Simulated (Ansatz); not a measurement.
Saddle point of GeSiH$_{8}$, singlet (GeSiH₆ ([SiH3][GeH3]) + H₂ → GeSiH₄ ([SiH2][GeH2]) + H₂ + H₂; bonds formed: H4–H7, H6–H9; bonds broken: Ge1–H4, Si2–H9, H6–H7), PBE0-D4/def2-TZVP structure:

```xyz
10
angstrom
Ge -0.0882 0.4778 -1.3300
Si 1.1857 -0.7327 0.0457
H -1.2137 -0.1203 -2.1717
H -1.3817 0.7629 0.2456
H 0.0763 1.9866 -1.5003
H -0.7848 -0.1266 1.8702
H -1.4791 0.5519 1.0719
H 2.4852 -0.1323 0.4241
H -0.0365 -0.4791 1.5649
H 1.2368 -2.1883 -0.2203
```

Energies are electronic, without zero-point energy. Barriers and step energies count from the start structure reached by relaxing down the imaginary mode; all methods use the PBE0-D4 structures, on which another method's saddle can fall below an end. Program: Ansatz 0.2.0. Basis: def2-TZVPP, with def2-QZVPP for the basis limit. Cores are frozen in the correlated methods. Filled d shells of the heavier atoms are correlated. The def2 sets are not built for correlating such inner shells, so the correlated values are less sure here. B3LYP uses VWN-RPA correlation. Extrapolation: Hartree–Fock as exp(−7.88 √X), correlation as X^−2.97.

| method | barrier (eV) | step energy (eV) |
| --- | --- | --- |
| SPW92 | 2.156 | 2.076 |
| PBE-D4 | ? | 1.886 |
| BLYP-D4 | 2.545 | 1.788 |
| r2SCAN-D4 | 2.761 | 2.056 |
| B97M-V | 2.868 | 2.087 |
| PBE0-D4 | 2.848 | 2.115 |
| B3LYP-D4 | 2.878 | 1.997 |
| r2SCAN0-D4 | 3.033 | 2.199 |
| BHLYP-D4 | 3.378 | 2.257 |
| CAM-B3LYP-D4 | 3.192 | 2.233 |
| wB97X-V | 3.409 | 2.351 |
| wB97M-V | 3.232 | 2.179 |
| B2PLYP | 3.147 | 2.056 |
| PBE-QIDH | ? | 2.251 |
| RPA on PBE | ? | 2.010 |
| HF | 4.400 | 2.484 |
| MP2 | 3.253 | 2.131 |
| CCSD | 3.468 | 2.167 |
| CCSD(T) | 3.266 | 2.054 |

Fill in the withheld barriers. (An estimate is asked for; the value comes from the calculation.)

The calculation gives: RPA on PBE 3.328; PBE-QIDH 3.245; PBE-D4 2.449 eV. Each is the energy of the saddle less that of the start structure, by the same method.

For comparison, the barrier by CCSD(T) at an estimated basis limit (MP2 extrapolated from triple and quadruple zeta, plus CCSD(T) − MP2 in triple zeta) is 3.209 eV.

The T1 diagnostic stays at or below 0.015. The restricted Hartree–Fock reference is unstable towards an unrestricted one at one or more of these structures. A large double-excitation amplitude points to some diradical character; no triplet was computed.

Labels in which every atom is bracketed show which atoms are joined, not bond orders.

For scale, one of the runs: CCSD(T)/def2-TZVPP, 202 basis functions, launched by `ansatz run in.yaml --threads 4 --pin off --events-out ev --progress --plain --max-ram 9574MiB`. The run took 60 s on 4 CPU threads of an AMD EPYC (shared host), with 2.4 GiB of host memory at its peak.
